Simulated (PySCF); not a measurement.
# Relaxation of singlet GaOI

Level of theory: PBE0 in PySCF with Ga def2-TZVP, O def2-TZVP, I def2-TZVP with ECP28; scalar-relativistic core potentials, no spin–orbit coupling; density-fitted integrals. A (50,194) grid was used.

A hand-made linear start, of C∞v symmetry, held to at least that symmetry:

```xyz
3
charge 0 multiplicity 1, angstrom
Ga    0.0000    0.0000   -1.4083
O     0.0000    0.0000   -3.1483
I     0.0000    0.0000    1.1617
```

Question: What forces act on the atoms at the start (eV/Å)?

Answer: 
```
atom    Fx    Fy     Fz
 Ga1  0.00  0.00  -1.55
  O2  0.00  0.00   2.93
  I3  0.00  0.00  -1.39
```

Question: What does it relax to?

Answer: It ends at C∞v with Ga–I 2.418 Å, Ga–O 1.647 Å; I–Ga–O 180.0°. A frequency run shows a minimum. Other isomers or separated fragments may lie lower.

Question: How much energy is released, and in how many steps?

Answer: 25.8 kJ/mol in 4 steps.

The relaxation took roughly 80 core-seconds on a shared host.
